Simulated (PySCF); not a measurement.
Two species compared at the same levels of theory.

First species: C6H8O4.
InChI=1S/C6H8O4/c1-9-5(7)6(8)10-4-2-3-4/h4H,2-3H2,1H3

Second species: C5H9ClN2Si.
SMILES: `C/N=C\C[Si@H](Cl)CC#N`

Levels: PBE0/pcSseg-1 for dipole moment, HOMO energy, LUMO energy and HOMO–LUMO gap; GFN2-xTB for rotational constant A and rotational constant C. Geometries: GFN2-xTB. Each species is one conformer at its optimised geometry, gas phase, non-relativistic unless stated. Electronic properties by PySCF.

The conformers computed, where there is a choice (atom-mapped SMILES and torsion angles):
- `[CH3:1][O:2][C:3](=[O:4])[C:5](=[O:6])[O:7][CH:8]1[CH2:9][CH2:10]1`: C1–O2–C3–O4 -1°, O2–C3–C5–O6 -26°, C3–C5–O7–C8 179°, C5–O7–C8–C9 -144°
- `[CH3:1]/[N:2]=[CH:3]\[CH2:4][Si@H:5]([Cl:6])[CH2:7][C:8]#[N:9]`: N2–C3–C4–Si5 107°, C3–C4–Si5–Cl6 62°, C4–Si5–C7–C8 -64°

Question: Which has the higher HOMO–LUMO gap?

Answer: The second: 6.53 eV against 6.46 eV, a difference of 0.07 eV.

Question: Which has the higher dipole moment?

Answer: The second: 2.47 D against 0.96 D, a difference of 1.51 D.

Question: Which of the two has the higher rotational constant C, and by how much?

Answer: The second: 0.601 GHz against 0.589 GHz, a difference of 0.012 GHz.

Question: Which has the higher HOMO energy?

Answer: The second: -7.02 eV against -7.88 eV, a difference of 0.86 eV.

Question: Which has the higher rotational constant A?

Answer: The first: 3.813 GHz against 1.353 GHz, a difference of 2.460 GHz.

Question: Which has the higher LUMO energy?

Answer: The second: -0.49 eV against -1.42 eV, a difference of 0.93 eV.

On the first: A dipole of 0.96 D is allowed in C1, and pure rotational transitions are dipole-allowed. The dipole matches unit charges of opposite sign 0.20 Å apart (1 e·Å = 4.8032 D).

On the second: The dipole equals about 8.2 × 10⁻³⁰ C·m (1 D = 3.33564 × 10⁻³⁰ C·m). GFN2-xTB frequencies show an imaginary mode (32i cm⁻¹), so this geometry is no minimum at that level.
